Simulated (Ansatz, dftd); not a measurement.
System: AlOClH₂, charge 0, singlet. AlOClH2 (SMILES [OH][AlH][Cl]).
B3LYP-D3(BJ)/def2-TZVP minimum from Ansatz (a program for electronic structure):
```xyz
5

Al    -0.6871    -0.3349    -0.0098
H     -1.5556    -1.4997     0.5499
Cl     1.3165    -0.0941     0.5864
O     -1.3722     0.7454    -1.1106
H     -0.9154     1.4893    -1.5062
```
Charge 0, spin multiplicity 1.

Wanted: atomisation energy (electronic, to ground-state atoms), in kcal/mol. Radicals and triplets start from unrestricted determinants; spin-orbit coupling is neglected. CBS(X,Y): correlation extrapolated as X^-3, Hartree-Fock from the larger set (Q,5: extrapolated as (X+1)exp(-9√X)). A bracket is a step between two methods taken in the basis named. Functionals run without relativity, which enters their misses. Double hybrids freeze cores in their MP2 part. 'core' is core correlation in cc-pwCVTZ (1s frozen past Ne), 'X2C' scalar relativity in cc-pVTZ-DK, both at CCSD(T). For partners of very few electrons the exact lower level stands in for a higher one.

Compared with CCSD(T)/CBS(cc-pV(Q+d)Z,cc-pV(5+d)Z) + [CCSDT(Q) - CCSD(T)]/cc-pV(T+d)Z + core + X2C (Ansatz): 401.7 kcal/mol.

### Question
Rank these levels by how close they come to it, closest first: r2SCAN/def2-TZVPD (Ansatz); B3LYP-D4/def2-TZVPD (Ansatz + dftd4); PBE-D3(BJ)/def2-TZVPD (Ansatz + dftd3); B2PLYP/def2-TZVPD (Ansatz).

### Answer
r2SCAN/def2-TZVPD (399.8 kcal/mol, difference -1.9), PBE-D3(BJ)/def2-TZVPD (397.9 kcal/mol, difference -3.8), B3LYP-D4/def2-TZVPD (393.5 kcal/mol, difference -8.2), B2PLYP/def2-TZVPD (392.3 kcal/mol, difference -9.4)
